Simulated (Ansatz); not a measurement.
Geometry optimisation, RHF/def2-SVP in Ansatz 0.2.0.

input.yaml

```yaml
crystal:
  periodic: [false, false, false]
  atoms:
    - { symbol: "N", position_ang: [0.65997, -1.15761, -1.54323] }
    - { symbol: Si, position_ang: [0.16237, -0.92938, 0.38997] }
    - { symbol: C, position_ang: [-0.30541, 0.7445, 0.40389] }
    - { symbol: Si, position_ang: [-0.43533, 2.08813, -0.76725] }
    - { symbol: H, position_ang: [1.44348, -0.5397, -1.74678] }
    - { symbol: H, position_ang: [-0.1217, -0.8214, -2.10343] }
    - { symbol: H, position_ang: [0.90156, -2.09823, -1.85587] }
    - { symbol: H, position_ang: [0.46854, -2.31572, 0.73017] }
    - { symbol: H, position_ang: [-0.20056, 2.20048, -2.20519] }
    - { symbol: H, position_ang: [-0.87122, 3.37884, -0.24371] }
total_charge: 1
basis:
  gaussian: { orbitals: def2-SVP }
hamiltonian:
  xc: hf
relax:
  f_tol: 0.015
  max_steps: 40
```

Launched with:

```bash
$ ansatz run input.yaml --threads 1 --pin off --max-ram 2048MiB --backend cpu --events-out ev --progress --plain --runs-dir out
```

Q: Where does it end, and by what steps?

A: It converged. The force dipped under the threshold on the way, but the program's further checks kept it going. After 28 steps the energy has fallen by 1.869 eV; H9 moved furthest, 2.06 Å.

```csv
step,energy less start (eV),largest force component (eV/Å),accepted
0,0.0000,3.895,yes
1,-0.8080,1.329,yes
2,-0.9978,0.787,yes
3,-1.0534,0.493,yes
4,-1.1074,0.426,yes
5,-1.1465,0.623,yes
6,-1.2325,0.750,yes
7,-1.3469,0.676,yes
8,-1.4669,0.633,yes
9,-1.5911,0.518,yes
10,-1.6952,0.377,yes
11,-1.7672,0.290,yes
12,-1.8185,0.156,yes
13,-1.8455,0.080,yes
14,-1.8225,1.239,no
15,-1.8515,0.055,yes
16,-1.8539,0.229,yes
17,-1.8554,0.165,yes
18,-1.8592,0.105,yes
19,-1.8649,0.048,yes
20,-1.8376,0.733,no
21,-1.8668,0.093,yes
22,-1.8666,0.172,no
23,-1.8664,0.114,no
24,-1.8676,0.019,yes
25,-1.8681,0.043,yes
26,-1.8664,0.172,no
27,-1.8686,0.010,yes
28,-1.8687,0.013,yes
```

```xyz
10
Properties=species:S:1:pos:R:3
N 1.063 -1.590 -1.591
Si -0.103 -0.744 -0.331
C -0.280 0.867 -0.536
Si -0.669 2.512 -0.484
H 1.424 -0.875 -2.215
H 0.601 -2.288 -2.165
H 1.861 -2.050 -1.163
H -0.526 -1.859 0.508
H -1.791 3.086 -1.234
H 0.121 3.491 0.268
```

Whether the end is a true minimum wasn't checked by a vibrational analysis.

The run took 2.4 min on 1 thread of Intel(R) Xeon(R) Processor @ 2.50GHz (Skylake/Cascade Lake) (shared host), peak memory 0.18 GiB.
